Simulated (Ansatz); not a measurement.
The cluster BAs2 was relaxed with PBE-D4 (def2-TZVP) in Ansatz in these states: neutral doublet, neutral quartet. The geometries follow in no particular order.

A:

```csv
atom,x (Å),y (Å),z (Å)
B1,0.000,0.000,0.000
As2,-1.362,-0.334,1.302
As3,1.362,0.334,-1.302
```

B:

Cartesian coordinates in Å:
```
B -0.730 -0.180 -0.081
As 0.621 -0.328 -1.336
As 0.109 0.509 1.417
```

Question: Judge from the bond lengths which geometry belongs to which state (an estimate).

Answer: A is the neutral quartet (B1–As3 1.913 Å, B1–As2 1.913 Å); B is the neutral doublet (B1–As3 1.850 Å, B1–As2 1.850 Å).

At PBE0-D4/def2-TZVP a doublet lies 0.53 eV below the neutral quartet. These are the stationary points nearest to one start from a short search; other shapes may lie lower in each state.
